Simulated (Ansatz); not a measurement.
`Cl[SiH2][NH][GeH3]` + CH₄ → `C[SiH2][NH][GeH3]` + HCl  (formal exchange of groups at the Si–Cl bond)

Calculated with Ansatz (gas phase, PBE0-D4/def2-TZVP geometries, no zero-point term in ΔE). CCSD(T)/CBS adds triple-zeta CCSD(T) − MP2 to the extrapolated MP2 energy (def2 sets, frozen cores). This one scheme is used for every species. Functionals use def2-TZVPP. For Ge outer-core shells are correlated without core-valence functions, which leaves a few kJ/mol of doubt a bond. Scalar relativity is left out up to krypton. One conformer a species, not always the lowest.

`Cl[SiH2][NH][GeH3]`:

```xyz
10

Cl    2.034   -1.407   -1.444
Si    0.717    0.189   -1.358
N    -0.622   -0.077   -0.344
Ge   -0.626    0.013    1.502
H     1.500    1.324   -0.825
H     0.256    0.408   -2.747
H    -1.392   -0.597   -0.739
H     0.593    0.861    1.883
H    -0.525   -1.393    2.120
H    -1.935    0.680    1.952
```

CH₄:

Cartesian coordinates in Å:
```
C 0.000 0.000 0.000
H 0.423 -0.411 -0.916
H -1.086 0.030 -0.083
H 0.381 1.009 0.155
H 0.282 -0.629 0.844
```

`C[SiH2][NH][GeH3]`:

```xyz
13

C    -0.140    2.218   -0.556
Si    0.534    0.738    0.358
N    -0.551   -0.598    0.295
Ge   -0.125   -2.369    0.056
H     0.562    3.055   -0.504
H    -0.319    1.981   -1.607
H    -1.085    2.551   -0.117
H     0.842    1.166    1.757
H     1.804    0.261   -0.257
H    -1.489   -0.446    0.638
H     1.122   -2.417   -0.836
H    -1.321   -3.061   -0.622
H     0.166   -3.080    1.395
```

HCl:

```xyz
2

Cl    0.211    0.533   -0.283
H    -0.211   -0.533    0.283
```

Question: Is it downhill or uphill in electronic energy at CCSD(T)/CBS, and by how much? (Estimate.)

Answer: Ansatz gave: Uphill: ΔE = +1.22 eV.

Question: What do these levels give: revPBE-D4, r2SCAN-D4, B2PLYP, revPBE, CAM-B3LYP, CCSD(T)/def2-TZVPP? (An estimate is asked.)

Answer: Ansatz gave: revPBE-D4 1.19, r2SCAN-D4 1.25, B2PLYP 1.25, revPBE 1.22, CAM-B3LYP 1.23, CCSD(T)/def2-TZVPP 1.18 eV.

Largest T1 diagnostic among the species: 0.011.

At CCSD(T), def2-SVP lies −0.04 eV from the extrapolated value and def2-TZVPP −0.04 eV. In def2-TZVPP, CCSD(T) changes the Hartree–Fock value by −0.13 eV (the triples alone add −0.00 eV) and MP2 by −0.07 eV.
